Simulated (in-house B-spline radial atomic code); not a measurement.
Results of a calculation; reference values are marked as such.
Ar ion on Sb atom: potential, deflection and energy transfer

The pair potential comes from two frozen, spherical free-atom densities (PBE, B-spline radial code, scalar-relativistic past argon): electrostatics plus the change in Thomas-Fermi kinetic and Dirac exchange energy where they overlap, the recipe behind the universal ZBL potential, which averages such potentials (from solid-state densities) over many pairs. It is written V = (Z1 Z2 e²/r) φ(r/a), with e² = 14.3996 eV·Å and a = 0.46850 Å/(Z1^0.23 + Z2^0.23); ZBL's fit is φ = 0.18175 e^(−3.1998x) + 0.50986 e^(−0.94229x) + 0.28022 e^(−0.4029x) + 0.02817 e^(−0.20162x). Where φ falls below 4e-4 it is continued as an exponential.

Masses 39.95 and 121.76 u.

| x = r/a | φ, this pair | φ, ZBL |
| --- | --- | --- |
| 0.1 | 0.8879 | 0.8928 |
| 0.5 | 0.6145 | 0.6096 |
| 1.5 | 0.3049 | 0.2995 |
| 3 | 0.1356 | 0.1292 |
| 5 | 0.05666 | 0.05224 |
| 8 | 0.01843 | 0.01705 |
| 12 | 0.005372 | 0.00474 |
| 17 | 0.001256 | 0.001212 |

(1) At x = 4 the electrostatic, kinetic and exchange parts are 743.65, 2069.89 and -151.53 eV. Find r, V and φ.

(2) The ion comes in at 165.4 keV with impact parameter 0.2123 Å. The scattering integral gives a centre-of-mass angle of 10.01° and a closest approach of 2.11 a. What are the reduced energy, the energy passed on and the laboratory angles?

Answers

(1) a = 0.46850/(1.9441 + 2.4703) = 0.10613 Å, so r = 0.42453 Å. V = 743.65 + 2069.89 + (-151.53) = 2662.01 eV. The bare repulsion is 18 × 51 × 14.3996/0.42453 = 31138 eV, so φ = 0.0855, +6.5 % against ZBL's 0.0803. The kinetic (Pauli) term is 78 % of V here.

(2) ε = E a M2/(Z1 Z2 e² (M1 + M2)) = 165400 × 6.0453e-06 = 1. The most that one collision can pass on is γE with γ = 4 M1 M2/(M1 + M2)² = 0.7441. Here T = γE sin²(θ/2) = 0.7441 × 165400 × 0.007613 = 937 eV. The ion turns by arctan(sin θ/(cos θ + M1/M2)) = 7.5°, and the struck atom leaves at (180° − θ)/2 = 85.0°. The closest approach is 0.224 Å. With ZBL the angle would be 9.88° and T = 912.4 eV.
